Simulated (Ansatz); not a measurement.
CH5AlOSi (`[SiH3][Al]1[CH2][O]1`). Total charge 0; spin multiplicity 1.

```xyz
9

Si    1.439   -0.355   -1.460
Al   -0.251    0.067    0.240
C    -1.671    0.482    1.417
O    -0.479   -0.233    1.913
H     0.853   -1.200   -2.535
H     1.869    0.937   -2.057
H     2.621   -1.047   -0.885
H    -2.582   -0.113    1.489
H    -1.799    1.462    1.878
```

Q: List the harmonic frequencies (cm⁻¹, unscaled) at PBE0-D4/def2-TZVP in Ansatz. (An estimate is asked.)

A: Ansatz gave: 25, 110, 121, 328, 456, 457, 670, 675, 711, 848, 932, 934, 984, 1104, 1117, 1469, 2216, 2228, 2234, 3068, 3137.

Q: Is this a minimum?

A: Yes, all 21 modes are real.

Q: Give the ideal-gas thermochemistry at 298.15 K and 1 bar (rigid rotor, harmonic oscillator; point group Cs, symmetry number 1).

A: Zero-point energy 142.5 kJ/mol; H(298) − E = 162.4 kJ/mol; entropy 344.5 J/(mol·K), of which translation 164.7, rotation 108.7, vibration 71.2; G(298) − E = 59.7 kJ/mol. Modes under 100 cm⁻¹ are hindered rotations or soft bends, so the harmonic entropy is rough.

Q: And at 400, 500, 600, 800 and 1000 K?

A: 
```
T (K)  H − E (kJ/mol)  S (J/mol/K)  G − E (kJ/mol)
  400           173.3        375.7            23.0
  500           185.5        403.0           -16.0
  600           199.0        427.5           -57.5
  800           228.8        470.3          -147.4
 1000           261.4        506.6          -245.2
```

Q: Rotational constants (cm⁻¹)?

A: 0.6799, 0.06243, 0.05901.
